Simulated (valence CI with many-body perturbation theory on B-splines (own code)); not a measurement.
## Questions on Ho XXIX

Level of theory: valence CI with perturbative core correlation (CI+MBPT): three valence electrons over a frozen Dirac-Fock core [Kr], a basis of 7 s, 7 p, 8 d, 6 f, 4 g, 1 h functions for each j, with the one-electron correlation potential Σ1 (screened to all orders), the two-electron term Σ2, the three-electron term Σ3, Breit, model QED; selected single and double excitations, second order for the rest, scaled by the run's own slope (own B-spline code, finite nucleus).

The last digits are not significant, and no measured levels were compared; by estimate large intervals hold to a few tenths of a per cent, small ones and those within an open d or f shell to about a per cent. Only levels of the ground parity were solved; by the run's estimate the other parity begins above the list, which can be wrong where configurations are misplaced.

Levels are named by their leading jj configuration (3d3/2^4 stands for four electrons in 3d with j = 3/2), which in mixed levels can hold well under half, so a name can repeat and another be missing.

Rates and lifetimes use the calculated energies. Strong lines usually hold to 10 to 20 %, long lifetimes can be off by a factor of two.

(1) What is the ground level?

(2) Name the longest-lived excited levels whose lifetime is computed, and their main decay.

(3) How well does LS coupling describe the low levels?

(4) What is the ionisation energy?

Results:

(1) (4d3/2^3) J=3/2, composition 58 % 4d3 4F + 31 % 4d3 2D + 7 % 4d3 2P, g = 0.633.

(2) (4d3/2^2 4d5/2) J=9/2 at 11.321 eV lives 952 ms, mostly by M1 to (4d3/2^2 4d5/2) J=7/2.

(3) Among the lowest 19 levels the leading LS term, summed over configurations, holds 61 % on average. For single configurations the figures are 61 % in LS and 89 % in jj coupling. Terms mix most in the J = 3/2 level at 21.498 eV, where the leading one holds 41 %.

(4) 1030.8 eV; NIST lists 1029 ± 4 eV (theoretical).
